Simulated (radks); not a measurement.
Excited configurations of Ag IV: one electron is placed in a higher orbital outside [Kr] 4d7. The ground configuration is [Kr] 4d8. Calculated with a radial shooting solver on a logarithmic mesh with Libxc functionals: Dirac Kohn-Sham, PBEsol, spin-unpolarised, spherical densities, finite nucleus; open shells are shared between the two j in proportion to 2j + 1; Fermi nuclear charge, rms radius 4.5454 fm. Excitation = E - E(ground); binding = E(ion) - E, where the ion is the core of charge +4; n* = 4/sqrt(2 binding) in atomic units, and the quantum defect is n - n*. Eigenvalue and <r> are those of j = l + 1/2.

5p: excitation (eV) 21.778; binding (eV) 29.911; quantum defect 2.302; eigenvalue (eV) -25.695; <r> (bohr) 2.645
5d: excitation (eV) 32.322; binding (eV) 19.367; quantum defect 1.647; eigenvalue (eV) -16.640; <r> (bohr) 3.603
5f: excitation (eV) 41.468; binding (eV) 10.221; quantum defect 0.385; eigenvalue (eV) -8.720; <r> (bohr) 6.379
6p: excitation (eV) 35.897; binding (eV) 15.792; quantum defect 2.287; eigenvalue (eV) -13.922; <r> (bohr) 5.104
6f: excitation (eV) 44.548; binding (eV) 7.141; quantum defect 0.479; eigenvalue (eV) -6.258; <r> (bohr) 9.981
7s: excitation (eV) 40.451; binding (eV) 11.238; quantum defect 2.599; eigenvalue (eV) -10.050; <r> (bohr) 7.412
7p: excitation (eV) 41.825; binding (eV) 9.864; quantum defect 2.302; eigenvalue (eV) -8.774; <r> (bohr) 8.241
7d: excitation (eV) 43.944; binding (eV) 7.745; quantum defect 1.698; eigenvalue (eV) -6.887; <r> (bohr) 10.06
7f: excitation (eV) 46.464; binding (eV) 5.225; quantum defect 0.545; eigenvalue (eV) -4.639; <r> (bohr) 14.32

The Delta-SCF ionisation energy is 51.689 eV (NIST Atomic Spectra Database: 49 eV, theoretical). Self-interaction in the functional shifts the binding energies and quantum defects, so they are the method's values and not measured ones. Spin polarisation and multiplet splitting are left out, so open shells lie too high by an amount that depends on their filling. Sharing an open shell by 2j + 1 raises it above the true ground level by a part of the spin-orbit splitting, which enters the differences from NIST.

Beside tabulated values, note that spin-unpolarised runs miss the spin-polarisation part of the exchange energy of open shells.
